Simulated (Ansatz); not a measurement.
## Worked example: the barrier

An elementary step of BNH5F3, singlet (BHF₂ ([F][BH][F]) + NH₃ + HF → BNH₂F₂ ([NH2][B]([F])[F]) + HF + H₂; bonds formed: H2–H7, H5–F8; dative contacts that become bonds: B1–N6; bonds broken: B1–H2, H5–N6, H7–F8). “Start” is the structure reached by relaxing down from the saddle towards the reactants; PBE0-D4/def2-TZVP structures. The saddle:

```tsv
atom	x (Å)	y (Å)	z (Å)
B1	-0.5613	-0.1396	-0.6953
H2	0.5786	0.6794	-1.2148
F3	-0.4299	-1.2219	-1.4798
F4	-1.5728	0.7078	-0.9459
H5	0.7563	0.1769	0.9726
N6	-0.3092	-0.4022	0.7932
H7	1.0740	0.7769	-0.5103
F8	1.7191	0.8201	0.7061
H9	-0.2190	-1.3914	0.9955
H10	-1.0359	-0.0060	1.3784
```

Computed with Ansatz 0.2.0 (basis: def2-TZVPP and def2-QZVPP); correlated methods freeze the cores.

Energies in eV:

| quantity | saddle | start |
| --- | --- | --- |
| Hartree–Fock, triple zeta (X = 3) | -10356.96402 | -10358.72680 |
| Hartree–Fock, quadruple zeta (X = 4) | -10357.43499 | -10359.19027 |
| MP2 correlation, X = 3 | -31.00068 | -30.43801 |
| MP2 correlation, X = 4 | -33.68266 | -33.11125 |
| CCSD(T) correlation, X = 3 | -32.38625 | -31.88678 |

(1) Work out the barrier at the basis limit: extrapolate Hartree–Fock as E(X) = E∞ + A exp(−7.88 √X) and the MP2 correlation as E(X) = E∞ + B X^−2.97 (the exponents that Neese and Valeev fitted for def2-TZVPP and QZVPP), then add CCSD(T) − MP2 in triple zeta.

No T1 diagnostic of these runs exceeds 0.013.

Answers

(1) Each step is linear, so take the differences first (saddle − start): Hartree–Fock 1.76278 (X = 3) and 1.75528 (X = 4); MP2 correlation -0.56267 and -0.57141; CCSD(T) correlation -0.49947.
Two points give E∞ = E(4) + w [E(4) − E(3)], with w = 1/(exp(7.88 (2 − √3)) − 1) = 0.1377 for Hartree–Fock and w = 1/((4/3)^2.97 − 1) = 0.7407 for the correlation.
Hartree–Fock: 1.75528 + 0.1377 × (-0.00750) = 1.7542 eV.
MP2 correlation: -0.57141 + 0.7407 × (-0.00874) = -0.5779 eV.
CCSD(T) − MP2: -0.49947 − (-0.56267) = 0.0632 eV.
Sum: 1.7542 + (-0.5779) + 0.0632 = 1.2395 eV, or 28.58 kcal/mol. Plain CCSD(T) in triple zeta gives 1.2633 eV, so the larger basis shifts the result by -0.0238 eV.

Labels in which every atom is bracketed show which atoms are joined, not bond orders.

For scale, one of the runs: CCSD(T)/def2-TZVPP, 225 basis functions, launched by `ansatz run in.yaml --threads 4 --pin off --events-out ev --progress --plain --max-ram 9574MiB`. The run took 2.8 min on 4 CPU threads of an Intel Xeon (shared host), with 4.2 GiB of host memory at its peak.
